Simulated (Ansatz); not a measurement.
Ansatz (a program for electronic structure) input (B3LYP-D3(BJ)/def2-TZVP):

Ansatz 0.2 input:
```yaml
crystal:
  periodic: [false, false, false]
  atoms:
    - {symbol: O, position_ang: [-1.43903870, -0.63091546, -0.72313387]}
    - {symbol: S, position_ang: [-0.65565288, -0.09254459, 0.40626385]}
    - {symbol: O, position_ang: [-0.42661873, 1.36964529, 0.27816441]}
    - {symbol: O, position_ang: [1.02906052, -0.71374543, 0.13247577]}
    - {symbol: H, position_ang: [1.49172145, 0.06520238, -0.17759640]}
basis:
  gaussian:
    orbitals: def2-TZVP
hamiltonian:
  xc: b3lyp
  dispersion: d3bj
total_charge: -1
relax: {f_tol: 0.002, max_steps: 150}
```

Output:

```
Functional definition: B3LYP
integrals: 0.05 GiB planned
768 factors; their error is unknown
mean field: 0.45 GiB planned
mean field evaluation 1: about -16991.7301 eV, gradient 6.0e1 eV
mean field evaluation 2: about -16975.4536 eV, gradient 1.2e2 eV
mean field evaluation 4: about -16997.4100 eV, gradient 7.7e0 eV
mean field evaluation 8: about -16997.5087 eV, gradient 1.4e-1 eV
mean field evaluation 16: about -16997.5381 eV, gradient 1.0e-4 eV
mean field -16997.53811642 eV, -624.6480044334 hartree, gradient 2.1e-5 eV, S^2 0.000000; 0 other end points of the search recorded, 0 dependent functions left out
the calculation of the forces begins
reference -16997.53831238 eV, -624.6480116347 hartree; 21, 21 occupied and 115, 115 virtual orbitals, 768 factors
relax step   1: F+E_penalty+E_count = -16997.68346389 eV  Δ(F+E_penalty+E_count) = +0.000e0 eV  max|allowed force component| = 5.238e-1 eV/Å  Δτ_max = 0.0000 Å  (28 SCF iters, accepted)
these checks for a lower state are left out or cut short: starts, cluster_reference, orbital_swaps, neighbouring_geometries, increment
integrals: 0.05 GiB planned
768 factors; their error is unknown
mean field: 0.46 GiB planned
mean field -16997.55564845 eV, -624.6486487233 hartree, gradient 1.7e-5 eV, S^2 0.000000; 0 other end points of the search recorded, 0 dependent functions left out
the calculation of the forces begins
reference -16997.55584366 eV, -624.6486558974 hartree; 21, 21 occupied and 115, 115 virtual orbitals, 768 factors
relax step   2: F+E_penalty+E_count = -16997.70160965 eV  Δ(F+E_penalty+E_count) = -1.815e-2 eV  max|allowed force component| = 3.467e-1 eV/Å  Δτ_max = 0.0405 Å  (32 SCF iters, accepted)
these checks for a lower state are left out or cut short: starts, cluster_reference, orbital_swaps, neighbouring_geometries, increment
integrals: 0.05 GiB planned
768 factors; their error is unknown
mean field: 0.46 GiB planned
mean field evaluation 32: about -16997.5651 eV, gradient 1.5e-5 eV
mean field -16997.56510540 eV, -624.6489962601 hartree, gradient 1.5e-5 eV, S^2 0.000000; 0 other end points of the search recorded, 0 dependent functions left out
the calculation of the forces begins
reference -16997.56529977 eV, -624.6490034031 hartree; 21, 21 occupied and 115, 115 virtual orbitals, 768 factors
relax step   3: F+E_penalty+E_count = -16997.71159223 eV  Δ(F+E_penalty+E_count) = -9.983e-3 eV  max|allowed force component| = 1.454e-1 eV/Å  Δτ_max = 0.0414 Å  (32 SCF iters, accepted)
these checks for a lower state are left out or cut short: starts, cluster_reference, orbital_swaps, neighbouring_geometries, increment
integrals: 0.05 GiB planned
768 factors; their error is unknown
mean field: 0.46 GiB planned
mean field -16997.56699394 eV, -624.6490656627 hartree, gradient 1.4e-5 eV, S^2 0.000000; 0 other end points of the search recorded, 0 dependent functions left out
the calculation of the forces begins
reference -16997.56718787 eV, -624.6490727894 hartree; 21, 21 occupied and 115, 115 virtual orbitals, 768 factors
relax step   4: F+E_penalty+E_count = -16997.71366171 eV  Δ(F+E_penalty+E_count) = -2.069e-3 eV  max|allowed force component| = 7.256e-2 eV/Å  Δτ_max = 0.0199 Å  (33 SCF iters, accepted)
these checks for a lower state are left out or cut short: starts, cluster_reference, orbital_swaps, neighbouring_geometries, increment
integrals: 0.05 GiB planned
768 factors; their error is unknown
mean field: 0.46 GiB planned
mean field -16997.56775210 eV, -624.6490935243 hartree, gradient 1.4e-5 eV, S^2 0.000000; 0 other end points of the search recorded, 0 dependent functions left out
the calculation of the forces begins
reference -16997.56794591 eV, -624.6491006468 hartree; 21, 21 occupied and 115, 115 virtual orbitals, 768 factors
relax step   5: F+E_penalty+E_count = -16997.71448034 eV  Δ(F+E_penalty+E_count) = -8.186e-4 eV  max|allowed force component| = 6.048e-2 eV/Å  Δτ_max = 0.0167 Å  (33 SCF iters, accepted)
these checks for a lower state are left out or cut short: starts, cluster_reference, orbital_swaps, neighbouring_geometries, increment
integrals: 0.05 GiB planned
768 factors; their error is unknown
mean field: 0.46 GiB planned
mean field -16997.56858704 eV, -624.6491242079 hartree, gradient 1.5e-5 eV, S^2 0.000000; 0 other end points of the search recorded, 0 dependent functions left out
the calculation of the forces begins
reference -16997.56878110 eV, -624.6491313396 hartree; 21, 21 occupied and 115, 115 virtual orbitals, 768 factors
relax step   6: F+E_penalty+E_count = -16997.71535632 eV  Δ(F+E_penalty+E_count) = -8.760e-4 eV  max|allowed force component| = 8.925e-2 eV/Å  Δτ_max = 0.0352 Å  (32 SCF iters, accepted)
these checks for a lower state are left out or cut short: starts, cluster_reference, orbital_swaps, neighbouring_geometries, increment
integrals: 0.05 GiB planned
768 factors; their error is unknown
mean field: 0.46 GiB planned
mean field -16997.56804612 eV, -624.6491043293 hartree, gradient 1.3e-5 eV, S^2 0.000000; 0 other end points of the search recorded, 0 dependent functions left out
the calculation of the forces begins
reference -16997.56824021 eV, -624.6491114623 hartree; 21, 21 occupied and 115, 115 virtual orbitals, 768 factors
relax step   7: F+E_penalty+E_count = -16997.71494977 eV  Δ(F+E_penalty+E_count) = +4.065e-4 eV  max|allowed force component| = 1.407e-1 eV/Å  Δτ_max = 0.0159 Å  (33 SCF iters, rejected (line search))
these checks for a lower state are left out or cut short: starts, cluster_reference, orbital_swaps, neighbouring_geometries, increment
integrals: 0.05 GiB planned
768 factors; their error is unknown
mean field: 0.46 GiB planned
mean field evaluation 64: about -16997.5691 eV, gradient 3.9e-5 eV
mean field -16997.56909208 eV, -624.6491427678 hartree, gradient 1.3e-5 eV, S^2 0.000000; 0 other end points of the search recorded, 0 dependent functions left out
the calculation of the forces begins
reference -16997.56928623 eV, -624.6491499025 hartree; 21, 21 occupied and 115, 115 virtual orbitals, 768 factors
relax step   8: F+E_penalty+E_count = -16997.71587688 eV  Δ(F+E_penalty+E_count) = -5.206e-4 eV  max|allowed force component| = 6.992e-2 eV/Å  Δτ_max = 0.0078 Å  (33 SCF iters, accepted)
these checks for a lower state are left out or cut short: starts, cluster_reference, orbital_swaps, neighbouring_geometries, increment
integrals: 0.05 GiB planned
768 factors; their error is unknown
mean field: 0.46 GiB planned
mean field -16997.56940829 eV, -624.6491543885 hartree, gradient 1.3e-5 eV, S^2 0.000000; 0 other end points of the search recorded, 0 dependent functions left out
the calculation of the forces begins
reference -16997.56960276 eV, -624.6491615350 hartree; 21, 21 occupied and 115, 115 virtual orbitals, 768 factors
relax step   9: F+E_penalty+E_count = -16997.71621133 eV  Δ(F+E_penalty+E_count) = -3.344e-4 eV  max|allowed force component| = 2.872e-2 eV/Å  Δτ_max = 0.0200 Å  (32 SCF iters, accepted)
these checks for a lower state are left out or cut short: starts, cluster_reference, orbital_swaps, neighbouring_geometries, increment
integrals: 0.05 GiB planned
768 factors; their error is unknown
mean field: 0.46 GiB planned
mean field -16997.56953506 eV, -624.6491590470 hartree, gradient 1.3e-5 eV, S^2 0.000000; 0 other end points of the search recorded, 0 dependent functions left out
the calculation of the forces begins
reference -16997.56972973 eV, -624.6491662011 hartree; 21, 21 occupied and 115, 115 virtual orbitals, 768 factors
relax step  10: F+E_penalty+E_count = -16997.71633906 eV  Δ(F+E_penalty+E_count) = -1.277e-4 eV  max|allowed force component| = 2.625e-2 eV/Å  Δτ_max = 0.0177 Å  (33 SCF iters, accepted)
these checks for a lower state are left out or cut short: starts, cluster_reference, orbital_swaps, neighbouring_geometries, increment
integrals: 0.05 GiB planned
768 factors; their error is unknown
mean field: 0.46 GiB planned
mean field -16997.56954832 eV, -624.6491595344 hartree, gradient 1.2e-5 eV, S^2 0.000000; 0 other end points of the search recorded, 0 dependent functions left out
the calculation of the forces begins
reference -16997.56974308 eV, -624.6491666917 hartree; 21, 21 occupied and 115, 115 virtual orbitals, 768 factors
relax step  11: F+E_penalty+E_count = -16997.71636750 eV  Δ(F+E_penalty+E_count) = -2.844e-5 eV  max|allowed force component| = 1.234e-2 eV/Å  Δτ_max = 0.0046 Å  (34 SCF iters, accepted)
these checks for a lower state are left out or cut short: starts, cluster_reference, orbital_swaps, neighbouring_geometries, increment
integrals: 0.05 GiB planned
768 factors; their error is unknown
mean field: 0.46 GiB planned
mean field -16997.56955453 eV, -624.6491597626 hartree, gradient 1.2e-5 eV, S^2 0.000000; 0 other end points of the search recorded, 0 dependent functions left out
the calculation of the forces begins
reference -16997.56974930 eV, -624.6491669201 hartree; 21, 21 occupied and 115, 115 virtual orbitals, 768 factors
relax step  12: F+E_penalty+E_count = -16997.71637207 eV  Δ(F+E_penalty+E_count) = -4.568e-6 eV  max|allowed force component| = 2.482e-3 eV/Å  Δτ_max = 0.0005 Å  (35 SCF iters, accepted)
these checks for a lower state are left out or cut short: starts, cluster_reference, orbital_swaps, neighbouring_geometries, increment
integrals: 0.05 GiB planned
768 factors; their error is unknown
mean field: 0.46 GiB planned
mean field evaluation 96: about -16997.5398 eV, gradient 2.4e-1 eV
mean field -16997.56955335 eV, -624.6491597191 hartree, gradient 1.2e-5 eV, S^2 0.000000; 0 other end points of the search recorded, 0 dependent functions left out
the calculation of the forces begins
reference -16997.56974812 eV, -624.6491668768 hartree; 21, 21 occupied and 115, 115 virtual orbitals, 768 factors
relax step  13: F+E_penalty+E_count = -16997.71637221 eV  Δ(F+E_penalty+E_count) = -1.469e-7 eV  max|allowed force component| = 3.267e-4 eV/Å  Δτ_max = 0.0003 Å  (35 SCF iters, accepted)
integrals: 0.05 GiB planned
768 factors; their error is unknown
mean field: 0.46 GiB planned
mean field -16997.56955335 eV, -624.6491597191 hartree, gradient 1.2e-5 eV, S^2 0.000000; 1 other end points of the search recorded, 0 dependent functions left out
the calculation of the forces begins
reference -16997.56974812 eV, -624.6491668768 hartree; 21, 21 occupied and 115, 115 virtual orbitals, 768 factors
Total energy: -16997.71656698 eV, -624.6545623706 hartree
Atom 0 at    -1.335251    -0.624330    -0.770533 Å, force     0.000187    -0.000051     0.000167 eV/Å
Atom 1 at    -0.648047    -0.095744     0.430978 Å, force    -0.000327     0.000223    -0.000229 eV/Å
Atom 2 at    -0.406646     1.372610     0.327306 Å, force     0.000126    -0.000181     0.000112 eV/Å
Atom 3 at     1.003754    -0.679619     0.237410 Å, force     0.000207     0.000176    -0.000141 eV/Å
Atom 4 at     1.385662     0.024726    -0.308987 Å, force    -0.000195    -0.000167     0.000092 eV/Å
Dipole moment:     0.197987    -0.029318     0.144700 e Å
```

It need not be the lowest isomer of its formula. Whether it binds its extra electron was not tested at this geometry.
